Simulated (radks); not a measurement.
The numbers below are computed, except where a source is named.
Problem. Ionisation of the neodymium ion Nd2+, [Xe] 4f4, to Nd3+, [Xe] 4f3, under several functionals. Scalar-relativistic Kohn-Sham, spin-polarised, spherical densities, point nucleus; open shells are filled with parallel spins first (spin-orbit coupling, left out, can overturn this in heavy ions); a radial shooting solver on a logarithmic mesh with Libxc functionals. Known Delta-SCF values: XLYP 23.209 eV; AM05 23.439 eV; LDA (Slater exchange, VWN5 correlation) 23.651 eV. What does PBEsol give, and what is its highest occupied eigenvalue?

Solution. 23.411 eV by Delta-SCF; the 4f eigenvalue is -15.501 eV. NIST: 22.09 eV (semi-empirical).
